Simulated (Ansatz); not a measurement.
The cation of CH₂ClNSi, SMILES `ClC1=N[SiH2]1` at the neutral geometry.

```yaml
crystal:
  periodic: [false, false, false]
  atoms:
    - {symbol: Cl, position_ang: [-1.232233, -2.329301, 0.030696]}
    - {symbol: C, position_ang: [-0.265542, -0.920305, 0.026581]}
    - {symbol: N, position_ang: [0.989554, -0.796100, 0.131494]}
    - {symbol: Si, position_ang: [0.170658, 0.797247, -0.045186]}
    - {symbol: H, position_ang: [0.300661, 1.512459, -1.329255]}
    - {symbol: H, position_ang: [0.078902, 1.672001, 1.139570]}
basis:
  gaussian: {orbitals: def2-TZVPP}
total_charge: 1
magnetization: {spin_polarized: true, initial_magnetization: 1}
hamiltonian: {xc: {name: wB97M-V}}
```

```sh
$ ansatz run in.yaml --threads 2 --pin off --events-out ev --progress --plain
```

Output, abridged:

```
Functional definition: wB97M-V
1054 factors; their error is unknown
204 factors; integrals over basis functions are off by at most 2.9e-5 eV
mean field evaluation 1: about -22940.6066 eV, gradient 4.3e1 eV
mean field evaluation 2: about -22933.6324 eV, gradient 5.7e1 eV
mean field evaluation 4: about -22948.2066 eV, gradient 4.0e0 eV
mean field evaluation 8: about -22948.3498 eV, gradient 1.8e-1 eV
mean field evaluation 16: about -22948.3800 eV, gradient 3.7e-3 eV
mean field -22948.37998188 eV, -843.3374093634 hartree, gradient 9.0e-5 eV, S^2 0.755800; 2 other end points of the search recorded, 0 dependent functions left out
reference -22948.38002462 eV, -843.3374109341 hartree; 23, 22 occupied and 151, 152 virtual orbitals, 1054 factors
Total energy: -22948.38002462 eV, -843.3374109341 hartree
```

Run time 19 s (2 threads of a server CPU on a shared host); peak host memory 0.63 GiB.
